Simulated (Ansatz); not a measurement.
Reaction (redistribution): `N[SiH](Cl)[GeH3]` + `[SiH3]O[SiH3]` → `Cl[SiH2][GeH3]` + `N[SiH2]O[SiH3]`

Gas-phase electronic energies from Ansatz, PBE0-D4/def2-TZVP geometries. CBS: MP2 limit from def2 TZ/QZ plus the TZ coupled-cluster correction, frozen cores. Functionals use def2-TZVPP. For Ge outer-core shells are correlated without core-valence functions, which leaves a few kJ/mol of doubt a bond. Scalar relativity is left out up to krypton. One conformer a species, not always the lowest.

| species | ωB97M-V energy (Eh) |
| --- | --- |
| `N[SiH](Cl)[GeH3]` | -2884.99594 |
| `[SiH3]O[SiH3]` | -657.85821 |
| `Cl[SiH2][GeH3]` | -2829.58953 |
| `N[SiH2]O[SiH3]` | -713.26691 |

(1) Work out ΔE.

Largest T1 diagnostic among the species: 0.011.

Answers

(1) ΔE = (-2829.58953) + (-713.26691) − (-2884.99594) − (-657.85821) = -0.00229 Eh = -0.06 eV. CCSD(T)/CBS gives -0.06 eV.
